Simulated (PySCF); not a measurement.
## Ir: excitation energy

Ir [Xe] 4f14 5d7 6s2 (4F) → Ir [Xe] 4f14 5d6 6s2 6p1 (high-spin determinant), as a difference of total energies. Computed with PySCF 2.14 in aug-cc-pwCVDZ-PP with ECP60MDF (6s6p5d3f, 70 functions), with a scalar-relativistic core potential. Correlated levels: valence and next inner shell: nothing frozen outside the core potential. The calculations carry no spin-orbit coupling.

| method | excitation energy (eV) |
| --- | --- |
| UHF | 4.213 |
| MP2 (valence and next inner shell) | 5.032 |
| SCS-MP2 (valence and next inner shell) | 5.130 |
| CCSD (valence and next inner shell) | 4.827 |
| CCSD(T) (valence and next inner shell) | 4.730 |

Task: How much does correlation contribute at CCSD(T) (valence and next inner shell)?

Result: 4.730 − (4.213) = 0.517 eV, measured against UHF.

The determinant of the upper state mixes LS terms, which raises its energy above the lowest term, most at the Hartree-Fock and MP2 levels.
